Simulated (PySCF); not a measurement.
Structure problem from calculated spectra and properties.

Formula: C7HN.

| Property | Result |
| --- | --- |
| Rotational structure | rotational constant B (linear): 0.571 GHz [GFN2-xTB] |
| Dipole | 5.33 D [PBE0/pcSseg-1] |
| NMR, other nuclei | isotropic shieldings of nuclei other than C and H, by class: -42 (1 N) ppm [GIAO PBE0/pcSseg-1] |
| 13C NMR | chemical shifts (computed TMS as zero) by class: 112.6 (1 C), 75.1 (1 C), 74.4 (1 C), 72.5 (1 C), 70.6 (1 C), 65.3 (1 C), 54.2 (1 C) ppm [GIAO PBE0/pcSseg-1] |
| 1H NMR | chemical shifts (computed TMS as zero) by class: 1.31 (1 H) ppm [GIAO PBE0/pcSseg-1] |
| Couplings | largest of the computed one-bond spin–spin couplings (means over like bonds): 13C–1H +279.4, 13C–13C +252.8, 13C–13C +247.2, 13C–13C +229.0, 13C–13C +190.9, 13C–13C +183.7, 13C–13C +182.2, 15N–13C -25.0 Hz [B3LYP/pcJ-1] |

Gas-phase values; electronic properties from PySCF, density fitting. Levels stand in brackets. Geometry: GFN2-xTB; no solvent, vibrations or thermal averaging. NMR classes are plain means over equivalent atoms (diastereotopic ones count apart unless rotation or inversion swaps them), as if these changed places fast.

Question: Propose a structure and show how it fits.

Answer: Numbering: `[CH:1]#[C:2][C:3]#[C:4][C:5]#[C:6][C:7]#[N:8]`. Its formula, C7HN, gives 8 degrees of unsaturation: 0 rings and 8 π bonds in the structure found. 7 carbons fall into 7 classes; from least to most shielded: nitrile carbon [C7] (112.6 ppm), terminal alkyne carbon [C1] (75.1 ppm), alkyne carbon [C2] (74.4 ppm), alkyne carbon [C5] (72.5 ppm), alkyne carbon [C3] (70.6 ppm), alkyne carbon [C4] (65.3 ppm), alkyne carbon [C6] (54.2 ppm). The one hydrogen (1.31 ppm): alkyne hydrogen. The other shieldings belong to: -42 ppm, nitrile nitrogen [N8]. The couplings run between: +279.4 Hz, terminal alkyne carbon [C1] and its hydrogen; +252.8 Hz, alkyne carbon [C5] and alkyne carbon [C6]; +247.2 Hz, alkyne carbon [C3] and alkyne carbon [C4]; +229.0 Hz, terminal alkyne carbon [C1] and alkyne carbon [C2]; +190.9 Hz, alkyne carbon [C4] and alkyne carbon [C5]; +183.7 Hz, alkyne carbon [C2] and alkyne carbon [C3]; +182.2 Hz, alkyne carbon [C6] and nitrile carbon [C7]; -25.0 Hz, nitrile nitrogen [N8] and nitrile carbon [C7]. The optimised geometry has point group C∞v and is a linear rotor. Structure: `N#CC#CC#CC#C`. The assignments are read from this structure; whether some other isomer fits the data as well wasn't checked.
